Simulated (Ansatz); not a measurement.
Ansatz (a quantum-chemistry and plane-wave program) input:

Ansatz 0.2 input:
```yaml
crystal:
  periodic: [false, false, false]
  atoms:
    - {symbol: Cu, position_ang: [0.00000000, 0.00000000, 0.00000000]}
    - {symbol: F, position_ang: [-0.00000000, -0.00000000, -1.81163028]}
    - {symbol: F, position_ang: [0.00000000, 0.00000000, 1.81163028]}
basis:
  gaussian:
    orbitals: def2-TZVP
hamiltonian:
  xc: {name: PBE}
total_charge: -1
relax: {f_tol: 0.003, max_steps: 100}
```

Q: What final total energy does it print?

A: -1840.00395 Eh (PBE/def2-TZVP). The basis has 107 functions.
